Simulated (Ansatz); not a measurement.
Geometry optimisation, RKS BHLYP/def2-SVP in Ansatz 0.2.0.

input.yaml

```yaml
crystal:
  periodic: [false, false, false]
  atoms:
    - { symbol: Ge, position_ang: [0.0, 0.0, 0.0] }
    - { symbol: F, position_ang: [1.0779, 0.0, 1.5402] }
    - { symbol: H, position_ang: [1.6981, 0.0, 0.4233] }
    - { symbol: H, position_ang: [-0.73, 1.2648, -0.5162] }
    - { symbol: F, position_ang: [-0.7913, -1.3709, -0.5594] }
basis:
  gaussian: { orbitals: def2-SVP }
hamiltonian:
  xc: { name: BHLYP }
relax:
  f_tol: 0.15
  max_steps: 25
  restrain:
    - { distance: [1, 2], at: 0.92, k: 30.0 }
    - { distance: [0, 1], at: 2.88, k: 30.0 }
    - { distance: [0, 2], at: 2.75, k: 30.0 }
```

Launched with:

```bash
$ ansatz run input.yaml --threads 1 --pin off --max-ram 2048MiB --backend cpu --events-out ev --progress --plain --runs-dir out
```

Task: Where does it end, and by what steps?

Result: The run converged. The restraints hold the end off the free minimum. After 8 steps the energy has fallen by 2.463 eV (the restraints' own energy left out); Ge1 moved furthest, 0.85 Å. Parted: Ge1–F2, Ge1–H3. Joined: F2–H3.

```tsv
step	energy less start (eV)	largest force component (eV/Å)	accepted
0	0.0000	4.783	yes
1	0.7440	7.329	yes
2	0.5969	7.771	yes
3	-0.5864	6.172	yes
4	-1.8515	2.204	yes
5	-2.2238	1.837	yes
6	-2.3761	1.642	yes
7	-2.4564	0.472	yes
8	-2.4631	0.337	yes
```

```xyz
5
Properties=species:S:1:pos:R:3
Ge -0.047 0.106 -0.846
F 1.434 0.116 1.611
H 2.008 -0.191 0.963
H -1.124 1.163 -0.358
F -1.017 -1.299 -0.482
```

The run took 24 s on 1 thread of Arm Neoverse V1, on a shared host, peak memory 0.13 GiB.
